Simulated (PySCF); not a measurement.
## Vertical excitation energies

Species: C4H11PSi.
Geometry (PBE0-D3(BJ)/def2-SVP, Å), atoms numbered from 1 in this order:
```
atom  x, y, z in Å
P1     3.0907   -0.9786   -0.0602
Si2    1.5695    0.6969   -0.2253
C3    -0.1145   -0.0661   -0.5750
C4    -0.7575   -0.9714    0.5088
C5    -2.1234   -0.3453    0.1718
C6    -1.3871    0.8190   -0.5158
H7     2.5906   -1.4259    1.2027
H8     4.0988   -0.1563    0.5310
H9     2.0121    1.5910   -1.3416
H10    1.4814    1.5200    1.0248
H11   -0.0723   -0.6043   -1.5372
H12   -0.6429   -2.0595    0.3914
H13   -0.4253   -0.7005    1.5251
H14   -2.7978   -0.1044    1.0078
H15   -2.6791   -0.9573   -0.5554
H16   -1.7856    1.1910   -1.4716
H17   -1.2619    1.6801    0.1609
```

The calculation used PySCF 2.14.0, density-fitted response routines, TDDFT wB97X-D/def2-SVPD, vertical, gas phase, core orbitals frozen in the response.

| state | E (eV) | E (kJ/mol) | λ (nm) | f | \|μ\| (D) | main configurations (H = HOMO, L = LUMO) |
| --- | --- | --- | --- | --- | --- | --- |
| S1 | 6.55 | 632 | 189.4 | 0.012 | 0.71 | H→L+2 (74%) |
| S2 | 6.78 | 655 | 182.8 | 0.033 | 1.13 | H→L+1 (48%), H→L (44%) |
| S3 | 7.14 | 689 | 173.6 | 0.309 | 3.38 | H→L+1 (33%), H→L (32%), H→L+2 (9%) |
| S4 | 7.51 | 725 | 165.1 | 0.016 | 0.75 | H→L+4 (47%), H→L+3 (30%) |
| S5 | 7.60 | 734 | 163.0 | 0.0029 | 0.32 | H-1→L (60%), H-1→L+1 (27%) |
| S6 | 7.74 | 747 | 160.2 | 0.019 | 0.81 | H-1→L+1 (53%), H-1→L (23%) |
| S7 | 7.96 | 768 | 155.8 | 0.011 | 0.59 | H→L+7 (63%), H-1→L+2 (8%), H→L+9 (8%) |
| S8 | 8.08 | 779 | 153.5 | 0.021 | 0.82 | H-1→L+2 (58%), H-2→L+1 (10%) |
| S9 | 8.16 | 787 | 152.0 | 0.068 | 1.48 | H-1→L+3 (38%), H-2→L (28%) |
| S10 | 8.26 | 797 | 150.0 | 0.065 | 1.44 | H-2→L (22%), H-1→L+3 (22%), H-2→L+1 (14%) |

Triplets, Tamm–Dancoff:

| state | E (eV) | λ (nm) | main configurations (H = HOMO, L = LUMO) |
| --- | --- | --- | --- |
| T1 | 5.78 | 214.4 | H→L (40%), H→L+2 (34%), H→L+1 (8%) |
| T2 | 5.86 | 211.5 | H→L+2 (44%), H→L (26%), H→L+6 (10%) |
| T3 | 6.59 | 188.2 | H→L+1 (80%) |
| T4 | 7.10 | 174.7 | H-1→L (21%), H→L+4 (20%), H→L+3 (12%) |

The lowest singlet lies at 6.55 eV (189 nm, vacuum ultraviolet) and is weak; its leading configuration is HOMO→LUMO+2 (74%). The most intense listed level is S3 at 7.14 eV (174 nm, f = 0.309), 0.59 eV above S1. Löwdin shares by element: HOMO phosphorus 62%, silicon 16%, hydrogen 12% or more; LUMO silicon 30%, phosphorus 24%, hydrogen 14% or more (atoms not listed hold the other 32%). Of the 10 states listed, 9 reach f = 0.01 and none stays under 0.0005. Orbital energies (eV): HOMO-3 -10.83, HOMO-2 -10.56, HOMO-1 -9.79, HOMO -9.15, LUMO 1.91, LUMO+1 2.08, LUMO+2 2.36. The listed states span 1.72 eV. All these states lie below the vertical ionisation energy of 9.42 eV (ΔSCF). The window holds the lowest 10 singlets.

On one thread, x86-64 server (shared host), this took 98 s wall.

One conformer stands for the species.
